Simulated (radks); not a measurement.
Rb24+, configuration [Ne] 3s2 3p1.

Method: scalar-relativistic Kohn-Sham, PBE, spin-unpolarised, spherical densities, point nucleus; computed with a radial shooting solver on a logarithmic mesh with Libxc functionals.

Energy parts (eV):
total: -70817.290
kinetic: 72775.980
electron-nucleus: -154054.346
Hartree: 12260.241
exchange-correlation: -1799.165

Orbitals (lengths in bohr, moments of r in powers of bohr):
orbital	occ.	eigenvalue (eV)	<r^4>
1s	2	-16155.53	0.00001232
2s	2	-3080.920	0.002212
2p	6	-2863.374	0.001567
3s	2	-1166.995	0.06740
3p	1	-1097.814	0.06428

The highest occupied level is 3p at -1097.8 eV. The density falls to 0.001 e/bohr^3 at r = 1.10 bohr.
